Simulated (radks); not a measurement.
Results of a calculation; reference values are marked as such.
Trend from Be2+ to Ne2+: ionisation energy by Delta-SCF between NIST ground configurations, and size. Level of theory: non-relativistic Kohn-Sham, r2SCAN, spin-polarised, spherical densities, point nucleus; open shells are filled with parallel spins first; meta-GGA in the generalised Kohn-Sham scheme (a radial shooting solver on a logarithmic mesh with Libxc functionals).

[
 {"species": "Be2+", "configuration": "[He]", "configuration of the ion": "1s1", "IE (eV)": "153.95", "NIST (eV)": "153.90", "kind": "theory", "outermost": "1s", "<r> outermost (bohr)": "0.416"},
 {"species": "B2+", "configuration": "[He] 2s1", "configuration of the ion": "[He]", "IE (eV)": "37.865", "NIST (eV)": "37.931", "kind": "exp.", "outermost": "2s", "<r> outermost (bohr)": "1.63"},
 {"species": "C2+", "configuration": "[He] 2s2", "configuration of the ion": "[He] 2s1", "IE (eV)": "46.621", "NIST (eV)": "47.888", "kind": "exp.", "outermost": "2s", "<r> outermost (bohr)": "1.37"},
 {"species": "N2+", "configuration": "[He] 2s2 2p1", "configuration of the ion": "[He] 2s2", "IE (eV)": "47.312", "NIST (eV)": "47.445", "kind": "semi-emp.", "outermost": "2s", "<r> outermost (bohr)": "1.19"},
 {"species": "O2+", "configuration": "[He] 2s2 2p2", "configuration of the ion": "[He] 2s2 2p1", "IE (eV)": "55.903", "NIST (eV)": "54.936", "kind": "semi-emp.", "outermost": "2s", "<r> outermost (bohr)": "1.05"},
 {"species": "F2+", "configuration": "[He] 2s2 2p3", "configuration of the ion": "[He] 2s2 2p2", "IE (eV)": "64.196", "NIST (eV)": "62.708", "kind": "semi-emp.", "outermost": "2s", "<r> outermost (bohr)": "0.944"},
 {"species": "Ne2+", "configuration": "[He] 2s2 2p4", "configuration of the ion": "[He] 2s2 2p3", "IE (eV)": "62.323", "NIST (eV)": "63.423", "kind": "exp.", "outermost": "2s", "<r> outermost (bohr)": "0.840"}
]

Reference values: NIST Atomic Spectra Database (exp. = measured, semi-emp. = semi-empirical, theory = theoretical value adopted there). Open shells are spherical and high-spin; term and fine-structure splittings are not resolved.
